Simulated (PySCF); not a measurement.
Job for PySCF: U-B3LYP/6-31G* on ClFSi (SMILES F[Si]Cl), a point of a bond scan (R = 4.822 Å).

```python
from pyscf import gto, scf, dft, mp
from pyscf.data.elements import chemcore

mol = gto.M(
    atom='''
    Si    0.34761579    0.26750639    0.78195685
    F     0.95036201    1.34196481   -0.25474125
    Cl   -2.26753124   -2.48848639   -2.18747722
    ''',
    basis='6-31g*',
    cart=True,
    charge=0, spin=0, verbose=3, max_memory=1800)
mf = dft.UKS(mol, xc='b3lyp')
mf.conv_tol = 1e-8
mf.max_cycle = 100
mf.init_guess_breaksym = True
mf.kernel()
if not mf.converged:
    mf = mf.newton().run(mf.mo_coeff, mf.mo_occ)
for _ in range(4):
    mo, _, stable, _ = mf.stability(return_status=True)
    if stable:
        break
    mf.kernel(mf.make_rdm1(mo, mf.mo_occ))
```

It printed:

```
converged SCF energy = -849.46401180776  <S^2> = 0.59668256  2S+1 = 1.8403071
<class 'pyscf.dft.uks.UKS'> wavefunction is stable in the internal stability analysis
```

The run converged. Its determinant has ⟨S²⟩ = 0.60, a mixture of spin states.

Cost: about 80 core-seconds (a rough figure).
